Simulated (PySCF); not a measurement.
Species: Be(SiH3)2.
Geometry (PBE0-D3(BJ)/def2-SVP, Å), atoms numbered from 1 in this order:
```
atom  x, y, z in Å
Be1    0.0049    0.0046    0.0000
Si2    0.0002   -0.0155    2.1961
H3     0.9041   -1.0782    2.7498
H4    -1.3687   -0.2776    2.7533
H5     0.4611    1.2903    2.7750
Si6    0.0012    0.0166   -2.1961
H7     1.3386    0.3959   -2.7619
H8    -0.9962    0.9919   -2.7503
H9    -0.3452   -1.3281   -2.7659
```

The closed-shell ground state was solved at several levels (PySCF, density fitting, gas phase, non-relativistic). The dipole stays under 0.02 D at every level.

| level | basis functions | HOMO (eV) | LUMO (eV) | gap (eV) |
| --- | --- | --- | --- | --- |
| wB97X-D/def2-SVPD | 108 | -9.36 | -0.17 | 9.19 |
| B3LYP/pcSseg-1 | 90 | -7.35 | -2.04 | 5.31 |

Question: Estimate the row for PBE0/pcSseg-1, a basis of 90 functions; the other rows only guide the guess.

Answer: HOMO -7.54 eV, LUMO -1.88 eV, gap 5.66 eV.

Question: Over all these levels, which gives the widest orbital gap and which the narrowest?

Answer: wB97X-D/def2-SVPD (range-separated hybrid) has the widest, 9.19 eV, and B3LYP/pcSseg-1 (global hybrid, 20 % exact exchange) the narrowest, 5.31 eV. Functional and basis both differ between the two, so the spread mixes both effects.
